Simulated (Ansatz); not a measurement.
`F[SiH]([SiH3])Cl` + `O[SiH2][S][GeH3]` → `F[SiH](Cl)[S][GeH3]` + `O[SiH2][SiH3]`  (redistribution)

Computed with Ansatz on PBE0-D4/def2-TZVP structures; ΔE is electronic, products minus reactants. CCSD(T)/CBS adds triple-zeta CCSD(T) − MP2 to the extrapolated MP2 energy (def2 sets, frozen cores). DFT in def2-TZVPP. B3LYP here is the variant with VWN-RPA as its local correlation; programs differ in this. For Ge outer-core shells are correlated without core-valence functions, which leaves a few kJ/mol of doubt a bond. Scalar relativity is left out up to krypton. Each species was taken in one conformer, which may not be the lowest.

| species | B3LYP-D4 energy (Eh) |
| --- | --- |
| `F[SiH]([SiH3])Cl` | -1141.69226 |
| `O[SiH2][S][GeH3]` | -2843.77193 |
| `F[SiH](Cl)[S][GeH3]` | -3327.50294 |
| `O[SiH2][SiH3]` | -657.96001 |

Work out ΔE.

ΔE = (-3327.50294) + (-657.96001) − (-1141.69226) − (-2843.77193) = 0.00124 Eh = +0.03 eV. CCSD(T)/CBS gives +0.03 eV.

Largest T1 diagnostic among the species: 0.012.

In def2-TZVPP, CCSD(T) changes the Hartree–Fock value by −0.06 eV (the triples alone add −0.01 eV) and MP2 by −0.06 eV.
